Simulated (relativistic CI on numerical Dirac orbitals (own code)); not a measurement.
**Ag³⁺: q coefficients and field-shift factors**

Calculated at this level of theory: Dirac-Coulomb-Breit CI, orbitals from a KLI potential per configuration, valence Slater integrals scaled by 0.85, P86 correlation energy added to each configuration, derivatives by finite differences, QED left out (own radial code, finite nucleus).

Configuration list (outside the closed core [Ar] 3d10 4s2): 4p⁶4d⁸, 4p⁶4d⁷5s, 4p⁶4d⁷4f, 4p⁶4d⁷5p, 4p⁶4d⁶5s², 4p⁶4d⁷5d, 4p⁵4d⁹, 4p⁴4d¹⁰. Levels of other configurations are missing.

With x = (α/α₀)² − 1 an excitation energy changes as ω = ω₀ + qx; K = 2q/ω₀ is the relative enhancement. Terms are leading LS components, so labels can repeat. The field-shift factor is F = δν/δ⟨r²⟩ for the transition from the lowest level.

Lowest level 4p⁶4d⁸ ³F4.

```tsv
Level	ω₀ (cm⁻¹)	q (cm⁻¹)	F (GHz/fm²)
4p⁶4d⁸ ³F3	3958.0	3975	0.0605
4p⁶4d⁸ ³F2	5567.9	3838	0.0763
4p⁶4d⁸ ³P2	11736.0	1672	0.146
4p⁶4d⁸ ³P1	15916.5	3828	0.209
4p⁶4d⁸ ³P0	16016.3	3074	0.198
4p⁶4d⁸ ¹D2	16948.9	6081	0.212
4p⁶4d⁸ ¹G4	20886.5	3134	0.155
4p⁶4d⁸ ¹S0	43413.9	4629	0.237
4p⁶4d⁷5s ⁵F5	100718.4	-16710	10.6
4p⁶4d⁷5s ⁵F4	103389.0	-14100	10.6
4p⁶4d⁷5s ⁵F3	105412.7	-12120	10.7
4p⁶4d⁷5s ⁵F2	106744.1	-11070	10.7
4p⁶4d⁷5s ⁵F1	107562.8	-10490	10.7
4p⁶4d⁷5s ³F4	112270.1	-14690	9.55
4p⁶4d⁷5s ³F3	115637.9	-12360	9.76
4p⁶4d⁷5s ⁵P2	116458.6	-15580	10.6
4p⁶4d⁷5s ⁵P3	116488.3	-13640	10.5
4p⁶4d⁷5s ³F2	117834.7	-10030	9.66
4p⁶4d⁷5s ⁵P1	118218.5	-13440	10.7
4p⁶4d⁷5s ³G5	119765.3	-14590	10.4
4p⁶4d⁷5s ³G4	121063.3	-13620	10.4
4p⁶4d⁷5s ³G3	123209.7	-11080	10.5
4p⁶4d⁷5s ³P2	124211.2	-13990	10.3
```

For a near-neutral ion this model can misplace configurations by up to about 10,000 cm⁻¹ (more where the count of f electrons changes) and terms by 10 to 25 % of their spread. Rates follow the energies as ν³ (E1, M1) or ν⁵ (E2), so they and the lifetimes can be off by large factors. The fine structure of a lone outer electron comes out too small, for d and f at times inverted, and misplaced configurations move strength between like terms.

(1) Which transition from the lowest level has the largest |K|?

Results:

(1) 4p⁶4d⁸ ³F3 at 3958.0 cm⁻¹, K = 2.01.
